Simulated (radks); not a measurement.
The numbers below are computed, except where a source is named.
How relativity changes the ionisation of the iridium ion Ir2+ ([Xe] 4f14 5d7) to Ir3+ ([Xe] 4f14 5d6). Spin-unpolarised spherical Kohn-Sham, PBE, point nucleus unless stated (finite: rms radius 5.4032 fm), a radial shooting solver on a logarithmic mesh with Libxc functionals. A level marked "c x" has the speed of light scaled by that factor and shares open shells by 2j + 1; other Dirac levels either fill j = l - 1/2 first or share by 2j + 1.

| level | E(Ir2+) (hartree) | E(Ir3+) (hartree) | IE (eV) | HOMO | <r> HOMO (bohr) |
|---|---|---|---|---|---|
| non-rel. | -16808.9094 | -16807.7557 | 31.393 | 5d | 1.596 |
| scalar-rel. | -17826.5448 | -17825.4224 | 30.541 | 5d | 1.623 |
| scalar-rel., finite nucleus | -17823.0980 | -17821.9756 | 30.542 | 5d | 1.623 |
| Dirac, 2j+1 shares | -17857.0223 | -17855.9001 | 30.536 | 5d5/2 | 1.648 |
| Dirac, low j first | -17857.0802 | -17855.9852 | 29.797 | 5d5/2 | 1.652 |
| Dirac, 2j+1 shares, finite nucleus | -17853.5391 | -17852.4169 | 30.537 | 5d5/2 | 1.648 |
| Dirac, c x 0.85 | -18380.6462 | -18379.5348 | 30.244 | 5d5/2 | 1.670 |
| Dirac, c x 2 | -17039.0022 | -17037.8568 | 31.168 | 5d5/2 | 1.608 |
| Dirac, c x 5 | -16844.5732 | -16843.4209 | 31.356 | 5d5/2 | 1.598 |

NIST Atomic Spectra Database: 28 eV (theoretical). The relativistic part of the total energy of Ir2+ is -1045 hartree (Dirac, 2j+1 shares, finite nucleus), 6.2 % of the non-relativistic value. Spin polarisation and multiplet splitting of open shells are left out at every level.

Beside tabulated values, note that relativity, absent from the non-relativistic runs, is large for the heavy elements, and spin-unpolarised runs miss the spin-polarisation part of the exchange energy of open shells.
